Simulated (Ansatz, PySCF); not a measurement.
Series GeXY, Y = amino, computed as singlets and as triplets. Gas-phase values, no solvent. One relaxed conformer stands for each flexible species; it need not be the lowest. Strings in code marks are SMILES.

Quantity: adiabatic spin-state energy, in kcal/mol. HF references are unrestricted for open shells and restricted for singlets. The restricted reference of `[NH2][Ge][AlH2]` is unstable towards unrestricted orbitals.

Level 1: frozen-core CCSD(T)/cc-pVDZ // PBE0-D3(BJ)/def2-TZVP (Ansatz, a program for electronic structure)
Level 2: HSE06/cc-pVTZ // PBE0-D3(BJ)/def2-TZVP (Ansatz)
Level 3: PBE-D3(BJ)/def2-TZVP // PBE0-D3(BJ)/def2-TZVP (PySCF)
Level 4: B3LYP/6-31G* // PBE0-D3(BJ)/def2-TZVP (PySCF)

```tsv
species	level 1	level 2	level 3	level 4
`N#[C][Ge][NH2]`: multiplicity 3 minus multiplicity 1	50.5	48.1	49.5	51.7
`[NH2][Ge][SH]`: multiplicity 3 minus multiplicity 1	51.9	51.1	52.5	54.0
`[NH2][Ge][NH2]`: multiplicity 3 minus multiplicity 1	54.5	54.3	55.6	56.1
`[NH2][Ge][AlH2]`: multiplicity 3 minus multiplicity 1	18.6	15.1	16.6	19.1
`[BH2][Ge][NH2]`: multiplicity 3 minus multiplicity 1	19.5	14.0	14.1	20.0
```
